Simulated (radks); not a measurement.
The tantalum ion Ta29+, 44 electrons, occupied as [Kr] 4d8.

Method: Dirac Kohn-Sham, LB94 model potential, spin-unpolarised, spherical densities, finite nucleus; open shells fill j = l - 1/2 first; Fermi nuclear charge, rms radius 5.3507 fm; computed with a radial shooting solver on a logarithmic mesh with Libxc functionals.

Energy parts (hartree):
part                   energy
kinetic            17157.8122
electron-nucleus  -36218.3779
Hartree             4124.2022
(The LB94 potential has no energy functional, so no total or exchange-correlation energy is given.)

Orbitals (lengths in bohr, moments of r in powers of bohr; r(90%) holds 90 % of the orbital's charge):
| orbital | occ. | eigenvalue (hartree) | r(90%) | <r^4> | <r^2> | <r> |
|---|---|---|---|---|---|---|
| 1s1/2 | 2 | -2518.801 | 0.0339 | 6.174e-07 | 0.0004776 | 0.01864 |
| 2s1/2 | 2 | -465.4217 | 0.122 | 0.00009281 | 0.007296 | 0.07823 |
| 2p1/2 | 2 | -446.9054 | 0.107 | 0.00005592 | 0.005211 | 0.06473 |
| 2p3/2 | 4 | -399.8808 | 0.118 | 0.00008065 | 0.006414 | 0.07259 |
| 3s1/2 | 2 | -136.9176 | 0.298 | 0.003354 | 0.04726 | 0.2032 |
| 3p1/2 | 2 | -128.6380 | 0.290 | 0.002956 | 0.04335 | 0.1930 |
| 3p3/2 | 4 | -118.4331 | 0.309 | 0.003838 | 0.04969 | 0.2071 |
| 3d3/2 | 4 | -104.3917 | 0.282 | 0.002601 | 0.03856 | 0.1814 |
| 3d5/2 | 6 | -102.1661 | 0.287 | 0.002815 | 0.04029 | 0.1858 |
| 4s1/2 | 2 | -55.28533 | 0.611 | 0.06081 | 0.2080 | 0.4300 |
| 4p1/2 | 2 | -51.80386 | 0.617 | 0.06251 | 0.2090 | 0.4294 |
| 4p3/2 | 4 | -48.95852 | 0.650 | 0.07715 | 0.2330 | 0.4539 |
| 4d3/2 | 4 | -43.20923 | 0.658 | 0.07907 | 0.2308 | 0.4489 |
| 4d5/2 | 4 | -42.61813 | 0.667 | 0.08378 | 0.2379 | 0.4561 |
| 5s1/2 | 0 | -29.82673 | 1.07 | 0.5928 | 0.6646 | 0.7717 |
| 5p1/2 | 0 | -28.26603 | 1.09 | 0.6411 | 0.6884 | 0.7838 |
| 5p3/2 | 0 | -27.15355 | 1.14 | 0.7502 | 0.7455 | 0.8158 |

The highest occupied level is 4d5/2 at -1159.7 eV. The electron density at the nucleus is 1.313e+06 e/bohr^3. Summed over all electrons, <r^2> = 4.468 bohr^2, which gives a Langevin (diamagnetic) susceptibility term of -3.54 x 10^-6 cm^3/mol. The density falls to 0.001 e/bohr^3 at r = 1.23 bohr. For comparison, the ionisation energy in NIST's Atomic Spectra Database is 1160 eV (theoretical). In exact Kohn-Sham theory the highest level is minus the ionisation energy, but local and semilocal functionals leave it too shallow, through self-interaction and a potential that decays too fast; potentials with the right tail come closer.

Beside tabulated values, note that spin-unpolarised runs miss the spin-polarisation part of the exchange energy of open shells.
